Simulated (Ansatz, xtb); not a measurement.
# Two isomers of BrClH4OSi2

Structure I is `Cl[SiH2]O[SiH2]Br`, a singlet and structure II is `[SiH3]O[Si@H](Cl)Br`, a singlet. Both are isolated molecules in the gas phase, relaxed with B3LYP/6-31G*; each stands in its lowest conformer found.

I (Å):

```yaml
atoms:
  - { symbol: Br, position_ang: [-1.2682, 1.6896, -2.8774] }
  - { symbol: Cl, position_ang: [2.5363, -1.4108, -1.0532] }
  - { symbol: O, position_ang: [1.6421, 1.4811, -1.5210] }
  - { symbol: Si, position_ang: [2.7257, 0.3795, -2.0835] }
  - { symbol: Si, position_ang: [0.1260, 1.9977, -1.1473] }
  - { symbol: H, position_ang: [4.0822, 0.9024, -1.8288] }
  - { symbol: H, position_ang: [2.4799, 0.0956, -3.5122] }
  - { symbol: H, position_ang: [0.1890, 3.4482, -0.8782] }
  - { symbol: H, position_ang: [-0.4139, 1.2311, -0.0050] }
```

II (Å):

```yaml
atoms:
  - { symbol: Br, position_ang: [0.4246, 1.2622, -3.3310] }
  - { symbol: Cl, position_ang: [1.1521, 2.0846, -0.0064] }
  - { symbol: O, position_ang: [0.3999, -0.7342, -0.8455] }
  - { symbol: Si, position_ang: [-0.9974, -1.5224, -0.3848] }
  - { symbol: Si, position_ang: [1.2426, 0.5437, -1.3805] }
  - { symbol: H, position_ang: [-1.9432, -1.5720, -1.5265] }
  - { symbol: H, position_ang: [-1.6221, -0.8103, 0.7569] }
  - { symbol: H, position_ang: [-0.6151, -2.8957, 0.0195] }
  - { symbol: H, position_ang: [2.6520, 0.1712, -1.5691] }
```

Q: Estimate which is lower in electronic energy at CCSD(T)/def2-SVP + ΔMP2/def2-TZVPP, and by roughly how much.

A: Too close to call at this level: CCSD(T)/def2-SVP + ΔMP2/def2-TZVPP gives E(II) − E(I) = +0.036 eV.

The same difference at several levels:

| level | geometry | E(II) − E(I) (eV) | departure from the last row (eV) | job, with rough time for the two |
| --- | --- | --- | --- | --- |
| GFN2-xTB | GFN2-xTB | +0.214 | +0.178 | optimisation, 0.21 s |
| HF/STO-3G | GFN2-xTB | +0.061 | +0.025 | single point, 0.44 s |
| r2SCAN-D4/def2-SVP | GFN2-xTB | −0.012 | −0.048 | single point, 2.6 s |
| B3LYP/6-31G* | B3LYP/6-31G* | +0.053 | +0.017 | optimisation, 79 s |
| HF/def2-SVP | B3LYP/6-31G* | +0.069 | +0.032 | part of the CCSD(T) run |
| MP2/def2-SVP | B3LYP/6-31G* | +0.012 | −0.024 | part of the CCSD(T) run |
| CCSD(T)/def2-SVP | B3LYP/6-31G* | +0.018 | −0.018 | single point |
| CCSD(T)/def2-SVP + ΔMP2/def2-TZVPP | B3LYP/6-31G* | +0.036 |  | single point, 28 s |

As drawn, both hold the same kinds of bond in the same numbers.

The largest departure from CCSD(T)/def2-SVP + ΔMP2/def2-TZVPP is that of GFN2-xTB, 0.178 eV. The last row adds to CCSD(T) the change of the MP2 difference between the two basis sets, here +0.018 eV.

With harmonic frequencies from B3LYP/6-31G* (ideal gas, rigid rotor, one conformer each, 298.15 K, 1 atm): on the last row, ΔE + ΔZPE = +0.016 eV. A mode under 50 cm⁻¹ makes harmonic enthalpies and free energies unreliable, so none is given.

The correlated steps freeze 25 core orbitals; the filled d shell of Br is correlated, in a basis made for valence electrons. Codes used: Ansatz 0.2.0, xtb 6.7.1; the last row on 2 threads of Intel(R) Xeon(R) 6975P-C (Granite Rapids) on a shared host.
